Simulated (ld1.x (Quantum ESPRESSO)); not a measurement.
## Transferability test, RRKJ potential for copper (Cu)

ld1.x (Quantum ESPRESSO) 7.5 input, shortened:

```
&input
   title='Cu', zed=29., rel=1, dft='PBE', iswitch=3,
   config='[Ar] 3d9 4s2 4p0'
 /
 &inputp
   pseudotype=2, tm=.false., rho0=0.001, lloc=0,
   nlcc=.true., rcore=0.52
 /
3
3P  2  1   6.00   0.00  0.80  0.80  0.0
3D  3  2   9.00   0.00  1.55  1.55  0.0
4S  1  0   2.00   0.00  1.70  1.70  0.0
 &test
   configts(1)='3p6 3d9 4s2 4p0'
 /
```

Energies are relative to the spin-unpolarised reference configuration 3p6 3d9 4s2 4p0; without spin polarisation the order of configurations can differ from experiment. Not all tests gave a result: 2 of 7 tests not solved or not reliable. Left out of the table: 3p6 3d10 4s1 4p0 (pseudo-atom not self-consistent, printed error -3844 eV); 3p6 3d10 4s0 4p1 (solver errors, printed error -3873 eV).

```csv
valence configuration,charge,ΔE all-electron (eV),error AE − PS (meV)
3p6 3d9 4s0 4p0,+2,27.510,-20
3p6 3d9 4s1 4p0,+1,9.608,-2.4
3p6 3d7 4s0 4p0,+4,126.239,-516
```

Task: What are ΔE and the potential's error for 3p6 3d10 4s0 4p0?

Result: ΔE = 6.178 eV all-electron; the error (AE − PS) is -150 meV.

Task: What are ΔE and the potential's error for 3p6 3d10 4s0.5 4p0?

Result: ΔE = 1.192 eV all-electron; the error (AE − PS) is -135 meV.

These tests converged, but a pseudo level misses the all-electron one widely, so the file describes the atom poorly there or has found another state: 3p6 3d7 4s0 4p0: empty 4p by 4.7 eV.
